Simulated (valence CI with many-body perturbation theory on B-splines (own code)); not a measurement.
Level structure of Pr XI

Level of theory: configuration interaction combined with many-body perturbation theory (CI+MBPT): three valence electrons over a frozen Dirac-Fock core [Kr] 4d10, a basis of 7 s, 7 p, 7 d, 7 f, 4 g, 2 h functions for each j, with the one-electron correlation potential Σ1 (screened to all orders), the two-electron term Σ2, the three-electron term Σ3, Breit, model QED; selected single and double excitations, second order for the rest, scaled by the run's own slope (own B-spline code, finite nucleus).

No measured levels were compared; by estimate levels hold to about 250 cm⁻¹ or 0.2 % of their energy and the worst to 1 %, as in measured heavy ions of charge 2 to 7; those with d or f electrons hold less well.

Levels 1 to 37 of 37, with energies above the lowest level, 5s2.5p 2P°_1/2. "Leading %" is the weight of the configuration and term that name the level; weights of strongly mixed levels are sums over their largest components and can fall short, so below about 35 % the name and the second component can differ from the true leading terms, or belong to a minority configuration. Lifetimes count E1, E2, E3, M1 and M2 decay at the calculated energies, and are blank where another channel may lead or the interval is too uncertain; long ones can be off by a factor of two.

```csv
No.,Configuration,Term,J,E (cm⁻¹),Leading %,Second component,Lifetime,g
1,5s2.5p,2P°,1/2,0.0,98,,,0.665
2,4f.5s2,2F°,5/2,4147,98,,46400 s,0.856
3,4f.5s2,2F°,7/2,7500,98,,2.28 s,1.142
4,5s2.5p,2P°,3/2,39125,98,,1.82 ms,1.334
5,4f.5s.5p,4G,5/2,142610,57,24 % 4f.5s.5p 4F,27.9 ns,0.761
6,4f.5s.5p,4F,7/2,146480,47,38 % 4f.5s.5p 4G,17.4 ns,1.152
7,4f.5s.5p,4F,3/2,148990,80,10 % 4f.5s.5p 2D,4.28 ns,0.509
8,5s.5p2,4P,1/2,150570,85,11 % 5s.5p2 2S,2.25 ns,2.546
9,4f.5s.5p,2F,7/2,151230,47,21 % 4f.5s.5p 4D,2.76 ns,1.148
10,4f.5s.5p,4F,5/2,151400,42,20 % 4f.5s.5p 4D,2.97 ns,1.018
11,4f.5s.5p,4F,9/2,153430,50,38 % 4f.5s.5p 4G,4.05 ns,1.247
12,4f.5s.5p,2F,5/2,159060,46,30 % 4f.5s.5p 2D,3.05 ns,0.913
13,4f.5s.5p,2G,7/2,162520,46,17 % 4f.5s.5p 2F,2.04 ns,1.054
14,4f2.5s,4H,7/2,170550,98,,2.09 μs,0.668
15,4f2.5s,4H,9/2,171840,98,,247 μs,0.969
16,5s.5p2,4P,3/2,173490,93,,14.0 ns,1.699
17,4f2.5s,4H,11/2,173530,99,,2.75 s,1.132
18,4f2.5s,4H,13/2,175500,100,,3.64 s,1.230
19,4f2.5s,4F,3/2,177490,97,,89.8 ns,0.412
20,4f2.5s,4F,5/2,178030,91,,35.0 ns,1.043
21,4f2.5s,4F,7/2,178490,66,10 % 4f.5s.5p 4F,20.1 ns,1.210
22,4f2.5s,4F,9/2,179240,55,26 % 4f.5s.5p 4G,104 ns,1.279
23,4f2.5s,4F,7/2,181090,32,27 % 4f.5s.5p 4F,9.46 ns,1.179
24,4f.5s.5p,4F,9/2,181480,29,27 % 4f.5s.5p 4G,134 ns,1.239
25,4f.5s.5p,4F,5/2,181880,22,17 % 4f.5s.5p 4D,3.45 ns,1.180
26,4f2.5s,2H,9/2,182860,77,10 % 4f2.5s 4F,3.73 μs,0.979
27,4f2.5s,2G,7/2,184720,79,8 % 4f.5s.5p 4D,113 ns,0.958
28,4f.5s.5p,4G,11/2,185260,100,,2.70 ms,1.273
29,5s.5p2,4P,5/2,185610,34,32 % 4f.5s.5p 4D,4.23 ns,1.376
30,4f2.5s,2G,9/2,185670,70,16 % 4f2.5s 2H,133 ns,1.097
31,4f2.5s,2H,11/2,186400,98,,807 ms,1.090
32,4f.5s.5p,4D,3/2,186640,76,14 % 4f.5s.5p 4F,6.30 ns,1.049
33,4f.5s.5p,2F,7/2,188050,28,25 % 4f.5s.5p 2G,5.28 ns,1.108
34,4f.5s.5p,4D,1/2,189020,100,,3.72 μs,-0.004
35,4f2.5s,2F,5/2,189460,93,,35.4 ns,0.881
36,4f2.5s,2F,7/2,192080,90,6 % 4f2.5s 2G,19.0 ns,1.129
37,4f.5s.5p,2D,5/2,193130,31,20 % 4f.5s.5p 4D,2.26 ns,1.206
```

Names give the largest LS component (configuration and term), which can be under half, so a name can repeat, a term be missing and a line seem to break the LS rules; names also repeat where a configuration has a term twice.

Where two levels of one J and parity lie close, their mixing, g and order are uncertain.

The ionisation energy to 5s2 1S_0 of the next ion comes out as 163.04 eV (NIST: 162 ± 2.4 eV (theoretical)). All 37 levels together are meant to be complete up to 193850 cm⁻¹.
